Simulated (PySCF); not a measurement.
Level of theory: M06-2X/def2-TZVP // PBE0-D3(BJ)/def2-TZVP run with PySCF. Gas-phase values, no solvent. One relaxed conformer stands for a flexible species; it need not be the lowest. Excitations are Tamm–Dancoff values on a coarser integration grid. The basis has no diffuse functions, so Rydberg states are missing or too high.

Reference species (SMILES): `S=C1CC1` (neutral, multiplicity 1).

```
Quantity                  Value
----------------------  -------
T1 excitation (TDA)     1.73 eV
S1 oscillator strength    0.000
```

Changed species: `SC1C=C1` (H–S–C–C torsion 152°).

Task: What does the change do to the T1 excitation (TDA) and S1 oscillator strength?

Result: the T1 excitation (TDA) rises by 2.93 eV, to 4.66 eV; the S1 oscillator strength stays essentially unchanged.
